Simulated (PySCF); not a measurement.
Sn(F)2(Br)(OH) (BrF2HOSn), SMILES [Br][Sn]([F])([F])[OH].

Geometry optimised at B3LYP-D3(BJ)/def2-SVP. The def2 effective core potentials stand for the cores of Sn; spin–orbit coupling is left out. The values are those of a single conformer.

Calculation: B3LYP/def2-TZVP (PySCF).

```json
{
 "total_energy": "-3064.32208 hartree",
 "point_group": "Cs",
 "highest_occupied_level": "-9.29 eV",
 "lowest_empty_level": "-3.68 eV",
 "orbital_gap": "5.61 eV",
 "dipole_moment": "1.31 D",
 "quadrupole, principal values (traceless, Buckingham form, about the centre of nuclear charge)": "-7.22, -5.97, 13.19 D·Å",
 "mean_static_polarisability": "57.7 bohr³ (8.55 Å³)",
 "polarisability_principal_values": "47.4, 52.1, 73.6 bohr³"
}
```
